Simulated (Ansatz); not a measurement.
Compare A (`COCBF`) with its isomer B (`BOC(C)F`).

Calculated with Ansatz (gas phase, PBE0-D4/def2-TZVP geometries, no zero-point term in ΔE). CCSD(T)/CBS is the MP2 limit (def2-TZVPP, def2-QZVPP) plus CCSD(T) − MP2 in def2-TZVPP, frozen cores. DFT in def2-TZVPP. B3LYP here is the variant with VWN-RPA as its local correlation; programs differ in this. Each species was taken in one conformer, which may not be the lowest.

Question: Which isomer does CCSD(T)/CBS put lower? Give the gap. (Best estimate.)

Answer: The calculation gave: B, by 4.4 kcal/mol.

Question: Give E(B) − E(A) in kcal/mol with PBE-D4, CCSD/def2-TZVPP, B2PLYP, ωB97M-V, CCSD(T)/def2-TZVPP, HF/def2-TZVPP, B3LYP. (Best estimate.)

Answer: Ansatz gave: PBE-D4 -3.7, CCSD/def2-TZVPP -4.2, B2PLYP -4.2, ωB97M-V -4.4, CCSD(T)/def2-TZVPP -4.4, HF/def2-TZVPP -4.9, B3LYP -3.9. None reverses the order clearly.

Largest T1 diagnostic: 0.013.
